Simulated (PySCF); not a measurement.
C5H9OP.
Z-matrix (Å and degrees, PBE0-D3(BJ)/def2-SVP geometry), rows numbered from 1:
```
C 
O   1  1.4052
C   2  1.3324  1  117.06
P   3  1.6962  2  126.36  1    -0.03
C   4  1.8437  3  101.24  2  -179.96
C   5  1.5060  4  125.05  3    38.06
C   6  1.4944  5   60.24  4  -113.86
H   1  1.0967  2  107.18  3  -179.89
H   1  1.1049  2  110.68  3   -59.80
H   1  1.1050  2  110.67  3    60.04
H   3  1.0980  2  109.70  1   179.99
H   5  1.0954  4  109.17  3  -179.40
H   6  1.0945  5  117.29  7   108.91
H   6  1.0939  5  118.05  7  -108.56
H   7  1.0945  5  117.48  6  -108.94
H   7  1.0939  5  117.91  6   108.56
```

Level: CAM-B3LYP/def2-SVPD in PySCF, non-relativistic, on one gas-phase PBE0-D3(BJ)/def2-SVP geometry that isn't relaxed in the solvent. The solvent is an IEF-PCM continuum (Bondi radii, 1.10 Å for H, scaled by 1.2), and excitations are vertical TDDFT with non-equilibrium linear response and a frozen core. Only the electrostatic response of the medium enters.

Gas-phase singlets (H = HOMO, L = LUMO):

| state | E (eV) | λ (nm) | f | leading configurations |
| --- | --- | --- | --- | --- |
| S1 | 4.873 | 254 | 0.185 | H→L 96% |
| S2 | 5.122 | 242 | 0.005 | H-1→L 97% |
| S3 | 5.702 | 217 | 0.005 | H→L+1 66%, H→L+2 8% |
| S4 | 6.376 | 194 | 0.061 | H→L+5 30%, H→L+1 24% |
| S5 | 6.590 | 188 | 0.001 | H→L+3 66%, H→L+5 18% |

Task: How does the list change in acetonitrile (ε = 35.69)?

Result: 
```tsv
state	E (eV)	λ (nm)	f	leading configurations	change by rank (eV)
S1	4.753	261	0.232	H→L 96%	-0.120
S2	5.087	244	0.007	H-1→L 96%	-0.035
S3	5.798	214	0.005	H→L+1 70%, H→L+2 10%	+0.096
S4	6.414	193	0.088	H→L+2 37%, H→L+5 31%	+0.038
S5	6.745	184	0.006	H-4→L 27%, H→L+3 24%	+0.155
```

Task: The ground-state energy changes by -0.166 eV from gas to acetonitrile. By how much does the total energy of gas-phase S1 change?

Result: E(S1) = E(S0) + excitation energy, so it changes by -0.166 − 0.120 = -0.286 eV: it is lowered more than the ground state, which is what a red shift means. This is the vertical state, with the slow part of the continuum still set for S0.

Task: How do the frontier levels move from gas to acetonitrile?

Result: 
```json
{"orbital": "LUMO+2", "gas (eV)": "1.71", "solvent (eV)": "1.86", "change (eV)": "+0.15"}
{"orbital": "LUMO+1", "gas (eV)": "1.39", "solvent (eV)": "1.48", "change (eV)": "+0.09"}
{"orbital": "LUMO", "gas (eV)": "0.20", "solvent (eV)": "0.11", "change (eV)": "-0.09"}
{"orbital": "HOMO", "gas (eV)": "-7.36", "solvent (eV)": "-7.44", "change (eV)": "-0.08"}
{"orbital": "HOMO-1", "gas (eV)": "-8.63", "solvent (eV)": "-8.70", "change (eV)": "-0.07"}
{"orbital": "HOMO-2", "gas (eV)": "-10.44", "solvent (eV)": "-10.36", "change (eV)": "+0.08"}
{"orbital": "HOMO-3", "gas (eV)": "-10.51", "solvent (eV)": "-10.46", "change (eV)": "+0.05"}
```

The HOMO–LUMO gap goes from 7.55 to 7.54 eV. Rows go by rank; for LUMO+1 and LUMO+2 the atom shares or the degeneracy differ between the runs, so the row needn't follow one orbital.
